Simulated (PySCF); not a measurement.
Species: tetramethylborate, C₄H₁₂B (charge -1).
Structure used (PBE0-D3(BJ)/def2-TZVP), in Å, numbered top down from 1:
```xyz
17
C4H12B angstrom
C     -0.022   -1.252   -1.067
B      0.000    0.001    0.000
C      0.075    1.423   -0.824
C     -1.370   -0.034    0.912
C      1.315   -0.137    0.981
H     -0.885   -1.203   -1.750
H     -0.077   -2.229   -0.562
H      0.878   -1.277   -1.701
H      0.093    2.294   -0.151
H     -0.789    1.562   -1.493
H      0.975    1.494   -1.455
H     -2.280    0.048    0.297
H     -1.463   -0.968    1.488
H     -1.407    0.791    1.641
H      1.311   -1.079    1.551
H      2.260   -0.113    0.417
H      1.369    0.678    1.720
```

All values: wB97X-D/pcSseg-2 (PySCF, non-relativistic), on one gas-phase PBE0-D3(BJ)/def2-TZVP geometry that isn't relaxed in the solvent. The solvent is an IEF-PCM continuum (cavity from Bondi-type radii × 1.2). The model holds no explicit solvent molecules, cavitation or dispersion.

Gas phase at wB97X-D/pcSseg-2: HOMO -4.08 eV, LUMO 5.92 eV.

Question: What does the continuum do to the energy and the frontier levels at wB97X-D/pcSseg-2 in chloroform?

Answer: 
```json
{"solvent": "chloroform", "ε": "4.711", "E(solvent) − E(gas) (kJ/mol)": "-160.59", "polarisation term (kJ/mol)": "-162.04", "distortion of the solute (kJ/mol)": "1.45", "HOMO (eV)": "-7.41", "LUMO (eV)": "3.04"}
```

The first energy column is the sum of the next two and covers electrostatics alone.

Question: Which radius a makes Born's formula ΔE = −(q²/2a)(1 − 1/ε) give the value in chloroform?

Answer: a = q²(1 − 1/ε)/(2|ΔE|) = 3.41 Å, with q = -1 e and |ΔE| = 0.0612 Eh; the farthest nucleus lies 2.30 Å from the centroid of the nuclei. The formula assumes a point charge at the centre of a sphere.

The pairwise dispersion term of wB97X-D wasn't added to the energies; at a given geometry it leaves orbitals and properties as they are.
